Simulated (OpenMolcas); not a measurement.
Computed levels of 2s² 2p² in ions with 6 electrons, in cm-1 above ³P₀.

```yaml
Program: OpenMolcas
Method: RASSCF
Basis: ANO-RCC-VQZP
Scalar_Hamiltonian: DKH2, point nucleus
Spin-orbit_coupling: RASSI with atomic mean-field integrals over the reference wave functions, term energies averaged over their components
```

Active space for each ion: 2 electrons in 9 orbitals (RAS2 2p; RAS3 3s 3d, at most 1 electron).

```json
{"Level": "³P₁", "N+": "47.7", "O2+": "111", "Ne4+": "402"}
{"Level": "³P₂", "N+": "142", "O2+": "328", "Ne4+": "1166"}
{"Level": "¹D₂", "N+": "17800", "O2+": "22850", "Ne4+": "32979"}
{"Level": "¹S₀", "N+": "43858", "O2+": "56328", "Ne4+": "80806"}
```

Question: Estimate ³P₂, ¹D₂, ¹S₀ for F3+ from its neighbours O2+ and Ne4+.

Answer: ³P₂ is fine structure, which grows about as the fourth power of a screened charge, so the fourth roots are averaged: ((328^0.25 + 1166^0.25) / 2)^4 = 650. The calculation gives 653, so the estimate is off by -0.5 %; the measured value is 613 (Moore, Atomic Energy Levels, vol. I, NSRDS-NBS 35 (1971 reprint of NBS Circular 467, 1949)).
¹D₂ is another term, which grows about linearly with the charge: (22850 + 32979) / 2 = 27914. The calculation gives 27882, so the estimate is off by +0.1 %; the measured value is 25241 (Moore, Atomic Energy Levels, vol. I, NSRDS-NBS 35 (1971 reprint of NBS Circular 467, 1949)).
¹S₀ is another term, which grows about linearly with the charge: (56328 + 80806) / 2 = 68567. The calculation gives 68610, so the estimate is off by -0.1 %; the measured value is 53544 (Moore, Atomic Energy Levels, vol. I, NSRDS-NBS 35 (1971 reprint of NBS Circular 467, 1949)).

With the s shell closed, the reference lacks s² → p² mixing. Without dynamic correlation excited terms often stand tens of per cent too high (terms of higher spin than the ground term too low), and those without a measured partner can miss by more than the paired ones (holds for N+). Computed and measured levels are paired by configuration, term and J; levels that our copy of the source lacks, or whose pairing is in doubt (as where it misses far off the trend of its configuration), stay unpaired and out of the deviations. Only configurations of the active space appear.
